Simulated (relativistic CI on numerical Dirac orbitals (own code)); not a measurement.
## Electric-dipole lines of Sc7+

Computed by Dirac-Coulomb-Breit CI, orbitals from a KLI potential per configuration, a model potential for QED, valence Slater integrals scaled by 0.9, configuration energies shifted to the measured levels that pair with them (semi-empirical) (own radial code, finite nucleus).

CI space (outside the closed core [Ne]): 3s2 3p2, 3s 3p3, 3s2 3p 3d, 3s2 3p 4s, 3p4, 3s2 3d2, 3s 3p2 3d, 3p2 3d2, 3p3 3d, 3s 3p 3d2, 3s2 3d 4s, 3s2 3p 4p, 3s2 3d 4p, 3p3 4s, 3s2 3p 4d, 3p3 4p, 3s 3p2 4s, 3s 3p 3d 4s, 3s2 3p 4f, 3s 3p 3d 4p, 3s 3p2 4p, 3s2 3p 5s, 3s2 4s2, 3s2 3p 5p, 3s2 4s 4p, 3p2 3d 4s, 3s 3p2 4d, 3s2 3p 5d, 3s2 3p 5f, 3s2 3p 5g. Levels of other configurations are missing.

| λ vac (nm) | Lower | Upper | A (s⁻¹) | log gf | S velocity/length |
| --- | --- | --- | --- | --- | --- |
| 16.478 | 3s2 3p2 3P_1 [2] | 3s2 3p 4s 3P°_2 [90] | 1.02e+10 | -0.68 | 0.84 |
| 16.539 | 3s2 3p2 3P_0 [1] | 3s2 3p 4s 3P°_1 [88] | 1.30e+10 | -0.80 | 0.84 |
| 16.566 | 3s2 3p2 3P_2 [3] | 3s2 3p 4s 3P°_2 [90] | 3.03e+10 | -0.20 | 0.84 |
| 16.601 | 3s2 3p2 3P_1 [2] | 3s2 3p 4s 3P°_1 [88] | 9.49e+09 | -0.93 | 0.84 |
| 16.632 | 3s2 3p2 3P_1 [2] | 3s2 3p 4s 3P°_0 [87] | 4.13e+10 | -0.77 | 0.84 |
| 16.690 | 3s2 3p2 3P_2 [3] | 3s2 3p 4s 3P°_1 [88] | 1.81e+10 | -0.65 | 0.84 |
| 16.962 | 3s2 3p2 1D_2 [4] | 3s2 3p 4s 1P°_1 [91] | 5.96e+10 | -0.11 | 0.83 |
| 17.250 | 3s2 3p2 1D_2 [4] | 3s2 3p 4s 3P°_1 [88] | 2.86e+09 | -1.42 | 0.83 |
| 17.841 | 3s2 3p2 1S_0 [5] | 3s2 3p 4s 1P°_1 [91] | 9.75e+09 | -0.85 | 0.83 |
| 27.898 | 3s2 3p2 3P_2 [3] | 3s2 3p 3d 1F°_3 [26] | 4.62e+08 | -1.42 | 1.00 |
| 29.496 | 3s2 3p2 1D_2 [4] | 3s2 3p 3d 1F°_3 [26] | 4.78e+10 | 0.64 | 0.99 |
| 30.288 | 3s2 3p2 3P_0 [1] | 3s2 3p 3d 3D°_1 [23] | 1.84e+10 | -0.12 | 0.98 |
| 30.416 | 3s2 3p2 3P_1 [2] | 3s2 3p 3d 3D°_2 [24] | 2.65e+10 | 0.26 | 0.98 |
| 30.497 | 3s2 3p2 3P_1 [2] | 3s2 3p 3d 3D°_1 [23] | 2.29e+10 | -0.02 | 0.98 |
| 30.675 | 3s2 3p2 3P_2 [3] | 3s2 3p 3d 3D°_3 [25] | 4.36e+10 | 0.63 | 0.98 |
| 30.717 | 3s2 3p2 3P_2 [3] | 3s2 3p 3d 3D°_2 [24] | 1.74e+10 | 0.09 | 0.97 |
| 30.799 | 3s2 3p2 3P_2 [3] | 3s2 3p 3d 3D°_1 [23] | 3.19e+09 | -0.87 | 0.97 |
| 31.051 | 3s2 3p2 3P_0 [1] | 3s2 3p 3d 3P°_1 [20] | 1.60e+10 | -0.16 | 0.96 |
| 31.151 | 3s2 3p2 3P_1 [2] | 3s2 3p 3d 1D°_2 [22] | 4.19e+09 | -0.52 | 0.96 |
| 31.163 | 3s2 3p2 3P_1 [2] | 3s2 3p 3d 3P°_0 [21] | 2.85e+10 | -0.38 | 0.95 |
| 31.271 | 3s2 3p2 3P_1 [2] | 3s2 3p 3d 3P°_1 [20] | 2.89e+09 | -0.90 | 0.94 |
| 31.466 | 3s2 3p2 3P_2 [3] | 3s2 3p 3d 1D°_2 [22] | 2.18e+09 | -0.79 | 0.94 |
| 31.545 | 3s2 3p2 3P_1 [2] | 3s2 3p 3d 3P°_2 [19] | 9.49e+09 | -0.15 | 0.96 |
| 31.551 | 3s2 3p2 1S_0 [5] | 3s2 3p 3d 1P°_1 [27] | 3.62e+10 | 0.21 | 0.97 |
| 31.589 | 3s2 3p2 3P_2 [3] | 3s2 3p 3d 3P°_1 [20] | 9.82e+09 | -0.36 | 0.95 |
| 31.869 | 3s2 3p2 3P_2 [3] | 3s2 3p 3d 3P°_2 [19] | 1.26e+10 | -0.02 | 0.95 |
| 33.515 | 3s2 3p2 1D_2 [4] | 3s2 3p 3d 1D°_2 [22] | 2.77e+10 | 0.37 | 0.97 |
| 33.971 | 3s2 3p2 1D_2 [4] | 3s2 3p 3d 3P°_2 [19] | 8.81e+09 | -0.12 | 0.97 |
| 35.788 | 3s2 3p2 3P_1 [2] | 3s 3p3 1P°_1 [17] | 1.19e+09 | -1.16 | 0.94 |
| 36.809 | 3s2 3p2 3P_0 [1] | 3s 3p3 3S°_1 [14] | 4.06e+09 | -0.61 | 0.94 |
| 37.119 | 3s2 3p2 3P_1 [2] | 3s 3p3 3S°_1 [14] | 1.14e+10 | -0.15 | 0.94 |
| 37.567 | 3s2 3p2 3P_2 [3] | 3s 3p3 3S°_1 [14] | 1.96e+10 | 0.09 | 0.93 |
| 38.943 | 3s2 3p2 1D_2 [4] | 3s 3p3 1P°_1 [17] | 1.68e+10 | 0.06 | 0.88 |
| 43.909 | 3s2 3p2 1S_0 [5] | 3s 3p3 1P°_1 [17] | 2.36e+09 | -0.69 | 0.98 |
| 48.176 | 3s2 3p2 3P_0 [1] | 3s 3p3 3P°_1 [11] | 6.28e+08 | -1.18 | 0.94 |
| 48.690 | 3s2 3p2 3P_1 [2] | 3s 3p3 3P°_2 [12] | 3.45e+08 | -1.21 | 0.94 |
| 48.707 | 3s2 3p2 3P_1 [2] | 3s 3p3 3P°_1 [11] | 6.71e+08 | -1.14 | 0.94 |
| 48.726 | 3s2 3p2 3P_1 [2] | 3s 3p3 3P°_0 [10] | 1.97e+09 | -1.15 | 0.94 |
| 48.818 | 3s2 3p2 1D_2 [4] | 3s 3p3 1D°_2 [13] | 2.79e+09 | -0.30 | 0.85 |
| 49.464 | 3s2 3p2 3P_2 [3] | 3s 3p3 3P°_2 [12] | 1.50e+09 | -0.56 | 0.94 |
| 49.482 | 3s2 3p2 3P_2 [3] | 3s 3p3 3P°_1 [11] | 6.35e+08 | -1.16 | 0.94 |
| 55.141 | 3s2 3p2 3P_0 [1] | 3s 3p3 3D°_1 [7] | 4.82e+08 | -1.18 | 0.90 |
| 55.818 | 3s2 3p2 3P_1 [2] | 3s 3p3 3D°_2 [8] | 6.18e+08 | -0.84 | 0.90 |
| 55.838 | 3s2 3p2 3P_1 [2] | 3s 3p3 3D°_1 [7] | 2.31e+08 | -1.49 | 0.90 |
| 56.682 | 3s2 3p2 3P_2 [3] | 3s 3p3 3D°_3 [9] | 6.56e+08 | -0.66 | 0.89 |

Terms are leading LS components. Brackets give the number of a level in order of energy, since labels repeat. The list gives strong lines, with weight on those to low levels, without configurations that were not tied to measured data, among the lowest 400 of 829 levels, so that lines to higher ones, which can be the strongest, are missing. Levels whose partners in the same complex of configurations lie outside the list can be far off, and so can their lines. Rates are taken at the computed energies, electric ones in the length gauge. A velocity-to-length ratio far from 1 marks an uncertain rate.

Configurations whose levels could be paired with our table of measured levels were shifted onto them, all but the ground configuration, by the median error of their levels; single terms can still be off by 1,000 to 2,000 cm⁻¹ or more, and rates follow the energies as ν³ (E1, M1) or ν⁵ (E2). The others borrow a shift and can be off by several thousand cm⁻¹ or more. 24 of the 25 excited levels that our extract of the measured tables holds in this range could be paired (the sources list more); they are missed by 491 cm⁻¹ on average and 1906 at most, after the shifts were fitted to these levels, and levels without a partner can miss by more.

Question: From the table, what is the radiative lifetime of 3s2 3p 4s 3P°_1?

Answer: The listed rates from this level add up to about 4.34e+10 s⁻¹, 99 % of its decay; with all channels τ = 2.29e-11 s.

LS names give the leading component of a level, which can be under half, so a name can repeat, a term be missing and a line seem to break the LS rules.
